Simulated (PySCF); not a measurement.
Gas-phase reaction: 2 Sn(OH)₂ + 2 O → Sn₂O₂ + 4 OH, at 800 K and a standard pressure of 1 bar. Level: M06-2X/def2-TZVP†.

Computed with PySCF and rigid-rotor harmonic-oscillator thermochemistry at 1 bar. † marks an energy on the PBE0/def2-TZVP geometry and frequencies. Open shells (unrestricted): O (multiplicity 3, electronic degeneracy 9), OH (multiplicity 2, electronic degeneracy 4); the rest are closed-shell singlets. Spin-orbit splitting is ignored; it lowers the true energy and changes the entropy of O, OH. Sn: scalar-relativistic def2 core potential, no spin-orbit coupling. Sn(OH)₂, Sn₂O₂: computed as isolated molecules; such fragments, hydroxides, amides, oligomers or adducts are transient or little studied in the gas. The harmonic model lacks anharmonicity and excited electronic states, which grow with temperature; levels with a mode under 35 cm⁻¹ are left out. Internal rotation in Sn(OH)₂ is treated as a harmonic vibration of one conformer, which makes the entropy rough.

```csv
species,E (Ha),H(800 K) − E (kJ/mol),S°(800 K) (J/mol/K)
Sn(OH)₂,-365.95572,123.0,374.6
O,-75.06619,16.6,182.2
Sn₂O₂,-579.03434,68.9,387.9
OH,-75.73202,45.8,212.8
```
E: electronic energy; H − E holds the zero-point and thermal terms. 1 Ha = 2625.5 kJ/mol.

Problem. Work out ΔH°, ΔS°, ΔG° and log10 K from these numbers.

Solution. 1. ΔE = 1×(-579.03434) + 4×(-75.73202) − 2×(-365.95572) − 2×(-75.06619) = 0.08140 Ha = 213.7 kJ.
2. Δ(H − E) = 1×(68.9) + 4×(45.8) − 2×(123.0) − 2×(16.6) = -27.1 kJ, so ΔH° = 186.6 kJ.
3. ΔS° = 1×(387.9) + 4×(212.8) − 2×(374.6) − 2×(182.2) = 125.5 J/K; the number of gas molecules changes by +1.
4. ΔG° = ΔH° − TΔS° = 186.6 − 800×(125.5)/1000 = 86.2 kJ.
5. log10 K = −ΔG°/(RT ln 10) = -5.63, with RT ln 10 = 15.32 kJ/mol; at standard pressures the reactants are favoured.
6. A shift of 10 kJ in ΔE would move log10 K by 0.65 here.
7. Lowering the total pressure from 1 bar to 0.01 bar multiplies the mole-fraction quotient K_x = K (p/p°)^(−Δn) by 10^2, which pushes the balance towards the products.
For scale, ΔH°(298 K) is 193 kJ at this level, 176 kJ at ωB97M-V/def2-TZVP†, and runs from 84 to 203 kJ over the 18 levels computed.
